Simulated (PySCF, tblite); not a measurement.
Isomers of C6H9O3P. Computed values, GFN2-xTB/tblite, gas phase, harmonic and unscaled. The method is semi-empirical: single wavenumbers can be off by several per cent or more. One conformer each.

Electronic energies: PBE0/pcSseg-1 single points on the GFN2-xTB geometries (PySCF, gas phase).

```csv
SMILES,"electronic energy, lowest = 0 (kJ/mol)"
C#CCP(CO)C(=O)OC,325.7
C[P@@](=O)(CO)c1ccoc1,103.9
CC[P@@](=O)(O)c1ccoc1,0.0
```

Q: How do GFN2-xTB zero-point energies change the relative energies?

A: 
| SMILES | ZPE (kJ/mol) | of it from modes above 1550 cm⁻¹ | electronic (kJ/mol) | with ZPE, lowest = 0 (kJ/mol) | lowest mode (cm⁻¹) | rings |
| --- | --- | --- | --- | --- | --- | --- |
| CC[P@@](=O)(O)c1ccoc1 | 373.2 | 177.8 | 0.0 | 0.0 | 34 | 1 |
| C[P@@](=O)(CO)c1ccoc1 | 370.2 | 166.7 | 103.9 | 100.9 | 40 | 1 |
| C#CCP(CO)C(=O)OC | 360.1 | 189.4 | 325.7 | 312.5 | 7 | 0 |

The zero-point energies span 13.1 kJ/mol, from `C#CCP(CO)C(=O)OC` to `CC[P@@](=O)(O)c1ccoc1`. The order is unchanged.

Q: And how do the electronic energies of GFN2-xTB itself compare?

A: `CC[P@@](=O)(O)c1ccoc1` 0.0; `C[P@@](=O)(CO)c1ccoc1` 116.3; `C#CCP(CO)C(=O)OC` 420.2 kJ/mol, lowest = 0. Against the energies above, taken from the same isomer `CC[P@@](=O)(O)c1ccoc1`, the largest difference is 94.5 kJ/mol.
